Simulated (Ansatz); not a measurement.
Species: TaO (charge 0, doublet). The spin state was set by rule; other spins were not relaxed. 
Structure (B3LYP-D3(BJ)/def2-TZVP (Ansatz, a program for electronic structure) minimum search):
```xyz
2

Ta     0.0000     0.0000    -0.1673
O      0.0000     0.0000     1.5262
```
Charge 0, spin multiplicity 2.

Basis-set convergence of Hartree-Fock and MP2 correlation energies (hartree) with Ansatz. Correlated levels leave the core frozen unless marked. UHF or UKS for open shells. Spin-orbit coupling is left out. Frozen are the shells of the preceding noble gas and the d and f shells that filled before the atom's block. Past Kr the def2 sets carry scalar-relativistic core potentials.

The UHF reference is spin-contaminated (<S^2> 0.39 over the pure value in the largest basis). The T1 diagnostic of CCSD in the largest basis is 0.077, which is high, so the coupled-cluster rows are less sure than usual.

| basis | functions | E(HF) | E(corr, MP2) |
|---|---|---|---|
| def2-TZVPPD | 99 | -131.25455 | -0.37252 |
| def2-QZVPPD | 150 | -131.25894 | -0.39368 |

Extrapolating the two largest sets (X = 3 and 4) as X^-3: E(corr) = (64·(-0.39368) - 27·(-0.37252))/37 = -0.4091 Eh, an estimate of the basis-set limit. The largest set recovers 96.2 % of it, the smallest 91.1 %.
